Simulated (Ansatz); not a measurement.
Ansatz (a quantum-chemistry and plane-wave program) input for In(NH2)3 (H₆InN₃), SMILES [NH2][In]([NH2])[NH2], B3LYP-D3(BJ)/def2-SVP. 

Ansatz 0.2 input:
```yaml
crystal:
  periodic: [false, false, false]
  atoms:
    - {symbol: In, position_ang: [-0.01542013, -0.00956751, -0.00743755]}
    - {symbol: N, position_ang: [1.74133925, -0.54486871, -0.93670902]}
    - {symbol: H, position_ang: [2.39290391, -0.92602423, -0.25648330]}
    - {symbol: H, position_ang: [2.18892575, 0.27627026, -1.33422713]}
    - {symbol: N, position_ang: [-0.56898270, -0.99828153, 1.70849022]}
    - {symbol: H, position_ang: [-0.30848324, -1.97866289, 1.66087562]}
    - {symbol: H, position_ang: [-1.57127993, -0.96894254, 1.86803954]}
    - {symbol: N, position_ang: [-1.02775595, 1.64660043, -0.68552850]}
    - {symbol: H, position_ang: [-2.02211100, 1.60467142, -0.48469975]}
    - {symbol: H, position_ang: [-0.93657335, 1.73734432, -1.69283375]}
basis:
  gaussian:
    orbitals: def2-SVP
hamiltonian:
  xc: b3lyp
  dispersion: d3bj
relax: {f_tol: 0.002, max_steps: 200}
```

Output:

```
WARN ansatz: RAYON_NUM_THREADS=1 ignored (pool sized by the plan → 1); use --threads N
Functional definition: B3LYP
integrals: 0.06 GiB planned
1175 factors; integrals over basis functions are off by at most 5.9e-4 eV
mean field: 0.39 GiB planned
mean field evaluation 1: about -9719.9402 eV, gradient 9.8e1 eV
mean field evaluation 2: about -9679.3016 eV, gradient 1.5e2 eV
mean field evaluation 4: about -9739.8280 eV, gradient 4.5e0 eV
mean field evaluation 8: about -9739.9042 eV, gradient 5.1e-1 eV
mean field evaluation 16: about -9739.9048 eV, gradient 2.8e-5 eV
mean field -9739.90478333 eV, -357.9348988428 hartree, gradient 2.8e-5 eV, S^2 0.000000; 0 other end points of the search recorded, 0 dependent functions left out
the calculation of the forces begins
reference -9739.90505978 eV, -357.9349090023 hartree; 24, 24 occupied and 74, 74 virtual orbitals, 1175 factors
relax step   1: F+E_penalty+E_count = -9740.20435024 eV  Δ(F+E_penalty+E_count) = +0.000e0 eV  max|allowed force component| = 2.639e-1 eV/Å  Δτ_max = 0.0000 Å  (26 SCF iters, accepted)
these checks for a lower state are left out or cut short: starts, cluster_reference, orbital_swaps, neighbouring_geometries, increment
integrals: 0.06 GiB planned
1175 factors; integrals over basis functions are off by at most 6.0e-4 eV
mean field: 0.39 GiB planned
mean field -9739.93283305 eV, -357.9359296509 hartree, gradient 2.3e-5 eV, S^2 0.000000; 0 other end points of the search recorded, 0 dependent functions left out
the calculation of the forces begins
reference -9739.93311110 eV, -357.9359398690 hartree; 24, 24 occupied and 74, 74 virtual orbitals, 1175 factors
relax step   2: F+E_penalty+E_count = -9740.22877512 eV  Δ(F+E_penalty+E_count) = -2.442e-2 eV  max|allowed force component| = 1.366e-1 eV/Å  Δτ_max = 0.0741 Å  (28 SCF iters, accepted)
these checks for a lower state are left out or cut short: starts, cluster_reference, orbital_swaps, neighbouring_geometries, increment
integrals: 0.06 GiB planned
1175 factors; integrals over basis functions are off by at most 6.0e-4 eV
mean field: 0.39 GiB planned
mean field -9739.93566623 eV, -357.9360337686 hartree, gradient 1.6e-5 eV, S^2 0.000000; 0 other end points of the search recorded, 0 dependent functions left out
the calculation of the forces begins
reference -9739.93594388 eV, -357.9360439718 hartree; 24, 24 occupied and 74, 74 virtual orbitals, 1175 factors
relax step   3: F+E_penalty+E_count = -9740.23232544 eV  Δ(F+E_penalty+E_count) = -3.550e-3 eV  max|allowed force component| = 6.992e-2 eV/Å  Δτ_max = 0.0141 Å  (30 SCF iters, accepted)
these checks for a lower state are left out or cut short: starts, cluster_reference, orbital_swaps, neighbouring_geometries, increment
integrals: 0.06 GiB planned
1175 factors; integrals over basis functions are off by at most 5.9e-4 eV
mean field: 0.39 GiB planned
mean field evaluation 32: about -9739.9081 eV, gradient 1.3e-2 eV
mean field -9739.93755446 eV, -357.9361031596 hartree, gradient 1.5e-5 eV, S^2 0.000000; 0 other end points of the search recorded, 0 dependent functions left out
the calculation of the forces begins
reference -9739.93783185 eV, -357.9361133533 hartree; 24, 24 occupied and 74, 74 virtual orbitals, 1175 factors
relax step   4: F+E_penalty+E_count = -9740.23445655 eV  Δ(F+E_penalty+E_count) = -2.131e-3 eV  max|allowed force component| = 1.447e-2 eV/Å  Δτ_max = 0.0171 Å  (29 SCF iters, accepted)
these checks for a lower state are left out or cut short: starts, cluster_reference, orbital_swaps, neighbouring_geometries, increment
integrals: 0.06 GiB planned
1175 factors; integrals over basis functions are off by at most 5.9e-4 eV
mean field: 0.39 GiB planned
mean field -9739.93758508 eV, -357.9361042850 hartree, gradient 9.9e-6 eV, S^2 0.000000; 0 other end points of the search recorded, 0 dependent functions left out
the calculation of the forces begins
reference -9739.93786246 eV, -357.9361144783 hartree; 24, 24 occupied and 74, 74 virtual orbitals, 1175 factors
relax step   5: F+E_penalty+E_count = -9740.23451008 eV  Δ(F+E_penalty+E_count) = -5.353e-5 eV  max|allowed force component| = 7.512e-3 eV/Å  Δτ_max = 0.0082 Å  (25 SCF iters, accepted)
these checks for a lower state are left out or cut short: starts, cluster_reference, orbital_swaps, neighbouring_geometries, increment
integrals: 0.06 GiB planned
1175 factors; integrals over basis functions are off by at most 5.9e-4 eV
mean field: 0.39 GiB planned
mean field -9739.93760608 eV, -357.9361050567 hartree, gradient 7.3e-5 eV, S^2 0.000000; 0 other end points of the search recorded, 0 dependent functions left out
the calculation of the forces begins
reference -9739.93788346 eV, -357.9361152503 hartree; 24, 24 occupied and 74, 74 virtual orbitals, 1175 factors
relax step   6: F+E_penalty+E_count = -9740.23451726 eV  Δ(F+E_penalty+E_count) = -7.182e-6 eV  max|allowed force component| = 1.137e-3 eV/Å  Δτ_max = 0.0028 Å  (19 SCF iters, accepted)
integrals: 0.06 GiB planned
1175 factors; integrals over basis functions are off by at most 5.9e-4 eV
mean field: 0.39 GiB planned
mean field evaluation 64: about -9739.9376 eV, gradient 3.3e-5 eV
mean field -9739.93760608 eV, -357.9361050567 hartree, gradient 7.3e-5 eV, S^2 0.000000; 1 other end points of the search recorded, 0 dependent functions left out
the calculation of the forces begins
reference -9739.93788346 eV, -357.9361152503 hartree; 24, 24 occupied and 74, 74 virtual orbitals, 1175 factors
Total energy: -9740.23479464 eV, -357.9470265348 hartree
Atom 0 at    -0.009843    -0.004782    -0.004049 Å, force     0.000254    -0.001113    -0.001089 eV/Å
Atom 1 at     1.763017    -0.518656    -0.908472 Å, force    -0.001137     0.000030     0.000156 eV/Å
Atom 2 at     2.444534    -0.963876    -0.294685 Å, force     0.000336     0.000363     0.000031 eV/Å
Atom 3 at     2.236554     0.245533    -1.389299 Å, force     0.000596     0.000050     0.000195 eV/Å
Atom 4 at    -0.607372    -1.005398     1.688924 Å, force     0.000624    -0.000322     0.000148 eV/Å
Atom 5 at    -0.285972    -1.970956     1.750475 Å, force    -0.000099     0.000479     0.000092 eV/Å
Atom 6 at    -1.610613    -1.002319     1.869006 Å, force    -0.000532     0.000175     0.000135 eV/Å
Atom 7 at    -1.059280     1.623561    -0.690805 Å, force     0.000267     0.000202    -0.000311 eV/Å
Atom 8 at    -2.060147     1.613189    -0.498191 Å, force    -0.000310     0.000040     0.000201 eV/Å
Atom 9 at    -0.938316     1.822242    -1.683419 Å, force     0.000001     0.000096     0.000442 eV/Å
Dipole moment:    -0.135537    -0.132528    -0.120592 e Å
```

The run converged.
